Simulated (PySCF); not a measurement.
C₂H₈FNSi₂, SMILES N[Si@H]1[SiH2]C[C@@H]1F. Atoms are numbered in the order given.

```xyz
14

N      2.4845     0.4007    -0.3666
Si     0.9395     0.0492     0.3049
Si    -0.9147     1.4781     0.4643
C     -1.6716    -0.2567     0.1377
C     -0.4884    -0.8743    -0.6242
F     -0.4908    -2.2659    -0.6168
H      3.2811    -0.2068    -0.2070
H      2.6015     0.9661    -1.2000
H      1.1671    -0.6818     1.5888
H     -1.1207     2.4039    -0.6935
H     -1.3548     2.1557     1.7195
H     -1.7628    -0.7594     1.1188
H     -2.6438    -0.3394    -0.3750
H     -0.5288    -0.5466    -1.6838
```

The structure is a stationary point at r2SCAN-D4/def2-SVP. The structure was generated by enumeration; whether it is a known compound was not checked. The values are those of a single conformer.

All values below come from SMD-PBE0/6-31G* (PySCF).

Solvation free energies are E(SMD) − E(gas) at the gas-phase geometry, for 1 M in both phases. In vacuum the dipole moment is 1.98 D.

```csv
solvent,ΔG(solv) (kcal/mol),its non-electrostatic (CDS) part,dipole (D)
water,-1.6,4.7,2.45
cyclohexanone,-4.5,1.3,2.41
acetonitrile,[?],[?],[?]
```

Problem. Some entries are withheld; supply them. (Estimate from the structure and the level; the computed values follow.)

Solution. 
- acetonitrile, ΔG(solv) (kcal/mol): -5.3
- acetonitrile, its non-electrostatic (CDS) part: 0.9
- acetonitrile, dipole (D): 2.44
